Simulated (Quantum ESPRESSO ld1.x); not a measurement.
Q: All-electron atom: the palladium ion Pd30+ in [Ne] 3s2 3p4. All-electron calculation, Dirac Kohn-Sham, PBE, spin-unpolarised, spherical densities, point nucleus; open shells fill j = l - 1/2 first. Program: ld1.x of Quantum ESPRESSO 7.5. Some entries of the table are withheld. Estimate them.

| orbital | occ. | eigenvalue (eV) | <r^2> (bohr^2) | r(max) (bohr) |
|---|---|---|---|---|
| 1s1/2 | 2 | -25697.5 | 0.001371 | 0.02065 |
| 2s1/2 | 2 | -5023.03 | 0.02193 | 0.1163 |
| 2p1/2 | 2 | -4782.52 | 0.01638 | 0.09005 |
| 2p3/2 | 4 | -4619.75 | 0.01763 | 0.09414 |
| 3s1/2 | 2 | -1874.93 | 0.1304 | (1) |
| 3p1/2 | 2 | (2) | 0.1213 | 0.3022 |
| 3p3/2 | 2 | (3) | 0.1267 | 0.3098 |
| 3d3/2 | 0 | -1621.08 | 0.09821 | 0.2457 |
| 3d5/2 | 0 | -1612.29 | 0.09964 | 0.2478 |
| 4s1/2 | 0 | -963.231 | 0.4669 | 0.6470 |
| 4p1/2 | 0 | -927.145 | 0.4607 | 0.6403 |
| 4p3/2 | 0 | -913.002 | 0.4752 | 0.6514 |

A: 
(1) 3s1/2 r(max) (bohr): 0.3188
(2) 3p1/2 eigenvalue (eV): -1788.43
(3) 3p3/2 eigenvalue (eV): -1750.18
